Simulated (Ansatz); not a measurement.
The same atomization along the group F, Cl, Br.

Computed with Ansatz on PBE0-D4/def2-TZVP structures; ΔE is electronic, products minus reactants. CBS: MP2 limit from def2 TZ/QZ plus the TZ coupled-cluster correction, frozen cores. Small cases extrapolate CCSD(T) itself. DFT in def2-TZVPP. No spin–orbit coupling; open shells (•) take unrestricted orbitals. Spin–orbit coupling would lower the free atoms: a little for Cl, F, O, Si; clearly for Br. Bonds to Br are less sure, by a few kJ/mol each and by 10 to 20 or more in all where they break to atoms, as the def2 sets lack core-valence functions. Scalar relativity is left out up to krypton. Each species was taken in one conformer, which may not be the lowest.

| reaction | CCSD(T)/CBS(def2) (kcal/mol) |
| --- | --- |
| `N[SiH](O)F` → F• + 4 H• + N• + O• + Si• | 731.6 |
| `N[SiH](O)Cl` → Cl• + 4 H• + N• + O• + Si• | ? |
| `N[SiH](O)Br` → Br• + 4 H• + N• + O• + Si• | 672.2 |

Fill in the missing values. (Best estimate.)

Ansatz gave: `N[SiH](O)Cl` → Cl• + 4 H• + N• + O• + Si•: +685.4 kcal/mol.

Largest T1 diagnostic: 0.012, for Si•.

Extrapolated directly: `N[SiH](O)F` → F• + 4 H• + N• + O• + Si•.

For atomizations the MP2-based limit and the directly extrapolated one differ by several kJ/mol either way, and by 10 to 25 for some Ge, Se and Sn compounds, so smaller differences from it don't rank the levels.
